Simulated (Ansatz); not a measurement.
The cluster Ru₃H₆⁺. The state is a doublet with charge 1. Geometry PBE0-D4/def2-SVP, that of the neutral singlet; atoms count from 1.

```tsv
atom	x (Å)	y (Å)	z (Å)
Ru1	0.2050	-1.1286	0.7452
Ru2	-0.5636	-0.0939	-1.2441
Ru3	0.3595	1.2235	0.4973
H4	-0.4064	0.9087	1.8427
H5	0.9078	-1.8250	-0.4865
H6	0.5970	0.7956	-1.8423
H7	1.7886	0.6599	0.8662
H8	-1.2878	-1.5779	0.4907
H9	-1.6001	1.0376	-0.8692
```

In the def2 sets Ru takes a core potential; there is no spin–orbit coupling. The charge 1 doublet is spin-contaminated (final ⟨S²⟩ up to 0.88, 0.75 for a pure state). The structure comes from a short search, and lower isomers may exist.

Q: Estimate the Mulliken populations from the PBE0/def2-TZVP orbitals of Ansatz.

A: 
```tsv
atom	charge (e)	spin (α − β)	d electrons
Ru1	0.19	-0.21	6.93
Ru2	0.18	1.21	6.81
Ru3	0.15	0.04	6.96
H4	0.08	0.00	–
H5	0.07	0.02	–
H6	0.09	-0.04	–
H7	0.08	0.00	–
H8	0.07	0.01	–
H9	0.09	-0.04	–
```
Mulliken values and Mayer orders depend strongly on the basis.

Q: Where does the spin sit?

A: Summed by element: Ru 1.04, H -0.04, of 1 unpaired in all. Largest on single atoms: Ru2 1.21, Ru1 -0.21, Ru3 0.04.

Q: And the Mayer bond orders between bonded heavy atoms (over 0.3)?

A: Ru1–Ru2 1.20 (2.37 Å); Ru1–Ru3 1.22 (2.37 Å); Ru2–Ru3 1.21 (2.37 Å).
